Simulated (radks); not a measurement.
Neutral sulfur inside a hard spherical wall (all orbitals vanish at R), configuration held at [Ne] 3s2 3p4 and not refilled when levels cross. Method: scalar-relativistic Kohn-Sham, PBEsol, spin-unpolarised, spherical densities, finite nucleus; Fermi nuclear charge, rms radius 3.2611 fm; computed with a radial shooting solver on a logarithmic mesh with Libxc functionals. Eigenvalues in eV, with the zero of energy where the potential of the charges vanishes at infinity; a dash marks a level that is unbound or too diffuse for the functional's potential to be trusted. A positive occupied level is held by the wall or, in an anion where self-interaction has pushed it up, behind a barrier. The pressure on the wall is -dE/dV.

\begin{tabular}{lrrrrrrrrr}
R (bohr) & E (hartree) & kinetic (hartree) & e(2s) & e(2p) & e(3s) & e(3p) & e(4s, empty) & e(4p, empty) & pressure (GPa) \\ \hline
free & -398.40541 & 399.843 & -211.24 & -156.32 & -17.194 & -6.978 & - & - & 0 \\
20 & -398.40541 & 399.843 & -211.24 & -156.32 & -17.194 & -6.978 & - & - & < 0.0001 \\
12 & -398.40540 & 399.843 & -211.24 & -156.32 & -17.194 & -6.978 & -0.064 & 1.182 & < 0.0001 \\
10 & -398.40537 & 399.844 & -211.24 & -156.31 & -17.191 & -6.975 & 0.265 & 1.874 & 0.00111 \\
8 & -398.40482 & 399.849 & -211.19 & -156.26 & -17.153 & -6.938 & 1.206 & 3.523 & 0.0306 \\
5 & -398.36012 & 400.133 & -209.54 & -154.60 & -16.007 & -5.692 & 9.341 & 14.600 & 6.37 \\
4 & -398.19341 & 400.970 & -205.99 & -151.02 & -13.612 & -2.908 & 21.479 & 28.760 & 49.4 \\
2.5 & -395.67251 & 409.758 & -182.98 & -127.60 & 6.286 & 20.076 & 102.80 & 112.89 & 1900 \\
1.5 & -376.50491 & 457.476 & -120.91 & -62.908 & 119.14 & 135.66 & 444.18 & 432.84 & 55200 \\
\end{tabular}
